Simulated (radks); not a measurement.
The numbers below are computed, except where a source is named.
Problem. Valence configurations of the mercury ion Hg+ (all share [Xe]). Code: a radial shooting solver on a logarithmic mesh with Libxc functionals. Model: scalar-relativistic Kohn-Sham, SCAN, spin-polarised, spherical densities, finite nucleus; open shells are filled with parallel spins first (spin-orbit coupling, left out, can overturn this in heavy ions); meta-GGA in the generalised Kohn-Sham scheme; Fermi nuclear charge, rms radius 5.4648 fm. Order these by energy: 4f14 5d10 6p1; 4f14 5d10 6s1; 4f13 5d10 6s1 6p1; 4f14 5d9.5 6s1.5; 4f13 5d10 6s2; 4f14 5d9 6s2; 4f14 5d9 6p2; 4f14 5d9.5 6s1 6p0.5; 4f14 5d9 6s1 6p1; 4f13.5 5d10 6s1 6p0.5.

Solution. From the lowest, in eV above it: 4f14 5d10 6s1 0.000; 4f14 5d9.5 6s1.5 2.534; 4f14 5d9 6s2 4.990; 4f14 5d9.5 6s1 6p0.5 5.804; 4f14 5d10 6p1 7.838; 4f14 5d9 6s1 6p1 12.024; 4f14 5d9 6p2 20.629; 4f13.5 5d10 6s1 6p0.5 50.945; 4f13 5d10 6s2 98.390; 4f13 5d10 6s1 6p1 105.62. NIST lists [Xe] 4f14 5d10 6s1 as the ground configuration; this level of theory agrees among the configurations tried. The energies are those of spherical high-spin densities, not of single terms.
